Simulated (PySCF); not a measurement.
Positional isomers: propene methyl+boryl. All species are isolated molecules in the gas phase. One relaxed conformer stands for each flexible species; it need not be the lowest. Strings in code marks are SMILES.

Quantity: electronic energy of isomers of C4H9B relative to `BC=C(C)C`, in kcal/mol.

Level 1: M06-2X/def2-TZVP (PySCF)
Level 2: PBE-D3(BJ)/def2-TZVP // M06-2X/def2-TZVP (PySCF)
Level 3: B3LYP/6-31G* // M06-2X/def2-TZVP (PySCF)
Level 4: PBE/6-31G* // M06-2X/def2-TZVP (PySCF)

```
species       level 1  level 2  level 3  level 4
------------  -------  -------  -------  -------
`BCC(=C)C`       6.52     8.33     9.58     9.84
`B/C=C\CC`       5.10     5.77     5.03     5.65
`B/C(C)=C/C`     2.66     2.97     2.77     2.70
`BC(=C)CC`       5.64     7.11     6.20     6.94
`B/C(C)=C\C`     3.74     3.91     3.30     3.32
`B/C=C/CC`       3.06     3.84     2.79     3.60
`BC/C=C\C`       8.72     10.2     12.3     11.8
```
